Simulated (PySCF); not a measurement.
## Electronic structure of Rh (rhodium, neutral) at the UHF level

Configuration: [Kr] 4d8 5s1, high-spin 4F determinant. Calculation: PySCF 2.14, in aug-cc-pVDZ-PP with ECP28MDF (5s5p4d2f, 54 functions); scalar relativity through the core potential.

| Item | Value |
| --- | --- |
| Total energy | -109.387054 hartree |
| One-electron energy | -193.5696 hartree |
| Hartree (Coulomb) energy | 94.8533 hartree |
| Exchange energy | -10.6707 hartree |
| ⟨S²⟩ | 3.7527 |
| ⟨L²⟩ | 12.044 |
| Sum of ⟨r⟩ | 24.68 bohr |
| Sum of ⟨r²⟩ | 48.55 bohr² |
| Time after the integrals | 0.44 s of wall time on 1 thread of Neoverse-N1 (shared host) |

| shell | electrons | mean orbital energy (eV) | spread (eV) | rms radius, mean of both spins (bohr) |
| --- | --- | --- | --- | --- |
| 4s α | 1 | -103.02 | 0 | 1.06 |
| 4s β | 1 | -99.360 | 0 | 1.06 |
| 4p α | 3 | -66.163 | 0 | 1.17 |
| 4p β | 3 | -61.721 | 0 | 1.17 |
| 4d α | 5 | -12.353 | 1.072 | 1.72 |
| 4d β | 3 | -10.523 | 0 | 1.72 |
| 5s α | 1 | -6.478 | 0 | 3.78 |

Energies and moments cover only the electrons outside the core potential.
